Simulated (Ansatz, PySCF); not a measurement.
WO2Cl2, SMILES [O]=[W](=[O])([Cl])[Cl], multiplicity 1. Atoms are numbered in the order given.

```xyz
5

W      0.0000     0.0000     0.1719
O      0.0000    -1.3640     1.1926
O      0.0000     1.3640     1.1926
Cl    -1.9152     0.0000    -1.0693
Cl     1.9152     0.0000    -1.0693
```
Charge 0, spin multiplicity 1.

Geometry optimised at B3LYP-D3(BJ)/def2-SVP. The spin state was assumed, not searched. The isomer is the one that the SMILES or the coordinates give; other isomers of the formula were not compared. The def2 effective core potentials stand for the cores of W; spin–orbit coupling is left out.

Two levels are set side by side: PBE-D3(BJ)/def2-SVP (Ansatz, an electronic-structure program) and B3LYP-D3(BJ)/def2-SVP (Ansatz). Each level has its own optimised geometry; the coordinates shown are those of the second. Frequencies come from the Hessian of PySCF at each geometry. Differences are taken from unrounded values.

```
quantity                            B3LYP-D3(BJ)
----------------------------------  ------------
mean bond length (Å)                       1.993
bond W1–O2 (Å)                             1.704
bond W1–O3 (Å)                             1.704
bond W1–Cl4 (Å)                            2.282
bond W1–Cl5 (Å)                            2.282
highest harmonic wavenumber (cm⁻¹)          1042
mean harmonic wavenumber (cm⁻¹)              437
zero-point energy (kcal/mol)                5.63
```

What does PBE-D3(BJ) give, and how far is it from B3LYP-D3(BJ)? (Estimate from the structure and the level; the computed values follow.)


| quantity | PBE-D3(BJ) | PBE-D3(BJ) minus B3LYP-D3(BJ) |
|---|---|---|
| mean bond length (Å) | 1.998 | 0.005 |
| bond W1–O2 (Å) | 1.715 | 0.011 |
| bond W1–O3 (Å) | 1.715 | 0.011 |
| bond W1–Cl4 (Å) | 2.281 | -0.001 |
| bond W1–Cl5 (Å) | 2.281 | -0.001 |
| highest harmonic wavenumber (cm⁻¹) | 1003 | -40 |
| mean harmonic wavenumber (cm⁻¹) | 424 | -13 |
| zero-point energy (kcal/mol) | 5.46 | -0.17 |
